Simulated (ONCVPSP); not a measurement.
## Configuration tests for Ta (ONCV)

tantalum (Ta), optimised norm-conserving Vanderbilt (ONCV), made with ONCVPSP 4.0.1 (LDA (Perdew-Wang 92), scalar-relativistic). Core [Kr] 4d10 4f14, reference 5s2 5p6 5d3 6s2. Waves: 5s+6s: rc 1.45 bohr, ncon 5, nbas 9, qcut 6.4 1/bohr, 2 projectors; 5p: rc 1.50 bohr, ncon 5, nbas 10, qcut 5.7 1/bohr, 2 projectors, debl 3 Ha; 5d: rc 2.85 bohr, ncon 3, nbas 8, qcut 6 1/bohr, 2 projectors, debl 2.1 Ha. Local part: polynomial inside 0.90 bohr (lpopt 5, dvloc0 2 Ha). Core correction: Teter function, fcfact 3.25, rcfact 1.25.

Energies are relative to the spin-unpolarised reference configuration 5s2 5p6 5d3 6s2; without spin polarisation the order of configurations can differ from experiment.

Q: Give the all-electron excitation energy and the error of the potential for: 5s2 5p6 5d3 6s1; 5s2 5p6 5d3 6s0; 5s2 5p6 5d2 6s0; 5s2 5p6 5d3 6s1.5.

A:

```
valence configuration  charge  ΔE all-electron (eV)  error AE − PS (meV)
      5s2 5p6 5d3 6s1      +1                 8.694                 -1.4
      5s2 5p6 5d3 6s0      +2                23.995                 -1.0
      5s2 5p6 5d2 6s0      +3                47.922                 -3.5
    5s2 5p6 5d3 6s1.5    +0.5                 3.559                 -0.9
```

Levels in the configuration 5s2 5p6 5d3 6s1.5:

| level | all-electron (eV) | pseudo (eV) |
| --- | --- | --- |
| 5s | -76.682 | -76.699 |
| 5p | -43.057 | -43.065 |
| 5d | -7.138 | -7.140 |
| 6s | -8.666 | -8.664 |

Note: ghosts flagged at negative energy: s at -70.3 eV; GHOST(+) flagged for p at 207.9 eV. A true bound ghost makes a file unfit for plane-wave use.
